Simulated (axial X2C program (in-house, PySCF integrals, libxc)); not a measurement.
Low determinants of AlAu at the PBE0 level, 2c

All values were computed with an in-house relativistic program for diatomic molecules. Two-component (2c) means X2C with spin–orbit coupling and atomic mean-field two-electron Coulomb and Gaunt terms. Basis: Au dyall-cv3z [13s14p9d6f4g], Al dyall-v3z [8s8p2d1f] (cores contracted in-house); Gaussian nuclei, density fitting, unrestricted open shells. Masses: Au 196.967 u, Al 26.982 u.

Search at 2.372 Å (vertical energies from the lowest determinant):

```
ΔE (eV)  state  electrons beyond evenly filled partner blocks  electrons in ±ω = 1/2, 3/2, 5/2, 7/2
   0.00  Ω = 0                                           none                            54 26 10 2
   1.91  Ω = 2                               ω = 1/2, ω = 3/2                            53 27 10 2
   2.07  Ω = 1                                    2 × ω = 1/2                            54 26 10 2
   2.23  Ω = 1                              ω = -1/2, ω = 3/2                            53 27 10 2
   4.16  Ω = 2                              ω = -1/2, ω = 5/2                             55 26 9 2
   4.21  Ω = 3                               ω = 1/2, ω = 5/2                             55 26 9 2
   4.42  Ω = 4                               ω = 3/2, ω = 5/2                             54 27 9 2
```

Lowest determinant, Ω = 0 (closed shell): Re = 2.365 Å, ωe = 322.5 cm⁻¹.

The determinant in row 2 of the search, Ω = 2 (⟨Sz⟩ = 1.00, ⟨Lz⟩ = 1.00 at PBE0), was followed along the bond at PBE0; measured from the minimum of the lowest determinant it gives:

Te = 1.900 eV (15323 cm⁻¹), Re = 2.335 Å, ωe = 322.2 cm⁻¹.

Problem. Compare the bond of the determinant in row 2 with that of the lowest one.

Solution. At PBE0 its Re is 0.030 Å shorter and its force constant, which goes as ωe², is 1.00 times that of the lowest determinant. T0 ≈ Te + Δωe/2 = 15323 + (0) = 15323 cm⁻¹.

The search compares states at one distance, so a state with another bond length can lie lower; it is not exhaustive and yields mostly the lowest determinant of each block pattern, so other components and higher states of one pattern are missing. These are energies of single determinants, not of spin-adapted states; PBE0 term energies can be off by some tenths of an eV, and the functional has no current term. Open-shell Ω = 0 determinants with evenly filled partner blocks cannot be reached by this program, so the Ω shown need not be the lowest component.
